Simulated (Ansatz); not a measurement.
**Relative stability**

The two ends of one reaction step of ZnHBrCl$_{2}$, closed shell (PBE0-D4/def2-TZVP).

A:

```
5
angstrom
Zn -0.5954 -0.6324 -0.4558
Cl 0.5241 1.6490 0.4556
Cl -2.2289 0.0774 -1.5790
H 1.3819 0.8788 1.0295
Br 0.9182 -1.9729 0.5497
```

B:

Zn1  (-0.730, 0.529, -0.492)
Cl2  (0.389, 2.099, 0.384)
Cl3  (-2.180, -0.546, -1.577)
H4  (1.656, -0.534, 1.150)
Br5  (0.865, -1.549, 0.535)
(Å)

Program: Ansatz 0.2.0. Basis: def2-TZVPP. Cores are frozen in the correlated methods. The 3s and 3p shells of Cu and Zn are frozen; filled d shells are correlated. The def2 sets are not built for correlating such inner shells, so the correlated values are less sure here. B3LYP uses VWN-RPA correlation.

Which structure is lower at CCSD(T), and by how much? (Judge from chemistry; the value comes from the calculation.)

The calculation gives: A, by 0.151 eV (electronic energy, against the other). By their contacts, A is ZnHBrCl₂ ([Cl][Zn]([ClH])[Br]) and B is ZnHBrCl₂ ([Cl][Zn]([Cl])[BrH]).

All methods give the same order:

```
      method  E(B) − E(A) (eV)
       SPW92             0.158
      PBE-D4             0.158
     BLYP-D4             0.149
   r2SCAN-D4             0.157
      B97M-V             0.124
     PBE0-D4             0.174
    B3LYP-D4             0.162
  r2SCAN0-D4             0.175
    BHLYP-D4             0.180
CAM-B3LYP-D4             0.158
     wB97X-V             0.160
     wB97M-V             0.173
      B2PLYP             0.165
    PBE-QIDH             0.177
  RPA on PBE             0.130
          HF             0.203
         MP2             0.158
        CCSD             0.154
     CCSD(T)             0.151
```

T1 diagnostic: at most 0.011.

Labels in which every atom is bracketed show which atoms are joined, not bond orders.

For scale, one of the runs: CCSD(T)/def2-TZVPP, 210 basis functions, launched by `ansatz run in.yaml --threads 8 --pin off --events-out ev --progress --plain --max-ram 19148MiB`. Hardware: 8 CPU threads of an Intel Xeon, shared host. Wall time 81 s; peak host memory 2.8 GiB.
